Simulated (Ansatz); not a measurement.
Computed with Ansatz on PBE0-D4/def2-TZVP structures; ΔE is electronic, products minus reactants. CBS: MP2 limit from def2 TZ/QZ plus the TZ coupled-cluster correction, frozen cores. This one scheme is used for every species. Functionals use def2-TZVPP. One conformer a species, not always the lowest.

`B[SiH](O)[SiH3]` + CH₃OH → `CO[SiH](O)[SiH3]` + BH₃  (cleavage of the Si–B bond)

`B[SiH](O)[SiH3]`:

```xyz
11

B     1.883    0.680   -0.135
Si   -0.008    0.427   -0.679
O    -0.885    1.832   -0.587
Si   -0.850   -1.220    0.793
H     2.284    1.657    0.423
H     2.644   -0.230   -0.296
H    -0.110   -0.172   -2.047
H    -1.818    1.781   -0.802
H    -0.595   -0.872    2.217
H    -2.324   -1.346    0.609
H    -0.222   -2.537    0.504
```

CH₃OH:

Cartesian coordinates in Å:
```
C -0.285 0.123 0.175
O 0.680 -0.820 -0.232
H -0.958 -0.385 0.866
H -0.881 0.500 -0.665
H 0.161 0.977 0.700
H 1.283 -0.395 -0.844
```

`CO[SiH](O)[SiH3]`:

Cartesian coordinates in Å:
```
C -2.230 -0.493 -0.444
O -0.879 -0.642 -0.065
Si 0.176 0.609 0.055
O 0.492 1.329 -1.394
Si 2.095 -0.331 1.014
H -2.755 -1.422 -0.214
H -2.712 0.326 0.103
H -2.320 -0.295 -1.516
H -0.441 1.706 0.848
H 0.993 0.827 -2.039
H 2.712 -1.300 0.065
H 1.771 -1.044 2.279
H 3.098 0.729 1.308
```

BH₃:

Z-matrix (Å, degrees):
```
B
H 1 1.193
H 1 1.193 2 120.0
H 1 1.193 2 120.0 3 180.0
```

```json
{"level": "PBE-D4", "ΔE (kJ/mol)": "-100.5", "difference from CCSD(T)/CBS": "24.6"}
{"level": "B97M-V", "ΔE (kJ/mol)": "-115.3", "difference from CCSD(T)/CBS": "9.8"}
{"level": "B2PLYP", "ΔE (kJ/mol)": "-129.0", "difference from CCSD(T)/CBS": "-3.9"}
{"level": "PBE-QIDH", "ΔE (kJ/mol)": "-121.8", "difference from CCSD(T)/CBS": "3.3"}
{"level": "PBE", "ΔE (kJ/mol)": "-98.3", "difference from CCSD(T)/CBS": "26.8"}
{"level": "CAM-B3LYP", "ΔE (kJ/mol)": "-130.2", "difference from CCSD(T)/CBS": "-5.1"}
{"level": "MP2/def2-SVP", "ΔE (kJ/mol)": "-127.3", "difference from CCSD(T)/CBS": "-2.2"}
{"level": "HF/def2-TZVPP", "ΔE (kJ/mol)": "-144.6", "difference from CCSD(T)/CBS": "-19.5"}
{"level": "HF/def2-QZVPP", "ΔE (kJ/mol)": "-145.9", "difference from CCSD(T)/CBS": "-20.8"}
{"level": "MP2/def2-QZVPP", "ΔE (kJ/mol)": "-134.8", "difference from CCSD(T)/CBS": "-9.7"}
{"level": "CCSD(T)/CBS", "ΔE (kJ/mol)": "-125.1", "difference from CCSD(T)/CBS": "0"}
```

Largest T1 diagnostic among the species: 0.014.

From BLYP to BHLYP (50 % exact exchange), in def2-TZVPP and without D4, ΔE moves by −17.5 kJ/mol. Leaving LDA and LC-ωPBE aside and taking each functional with its dispersion term where it has one, the values, not all of them listed here, spread over 34.4 kJ/mol, from BHLYP-D4 to PBE-D4. LDA lies −4.1 kJ/mol from PBE without D4.
